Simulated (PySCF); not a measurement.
Method: PySCF with TPSSh-D3(BJ)/def2-TZVP // TPSS-D3(BJ)/def2-SVP. Gas-phase values, no solvent. One relaxed conformer stands for a flexible species; it need not be the lowest. 

Reference species: [Cd(OH)(Cl)] (neutral, multiplicity 1).

HOMO: -7.47 eV
mean distance from the central atom to its bonded neighbours: 2.136 Å

Changed species: [Cd(OH)2] (Y = OH; the reference has Y = Cl).

Give the shifts of the HOMO and mean distance from the central atom to its bonded neighbours.

the HOMO increases by 0.32 eV, to -7.15 eV; the mean distance from the central atom to its bonded neighbours decreases by 0.160 Å, to 1.976 Å.
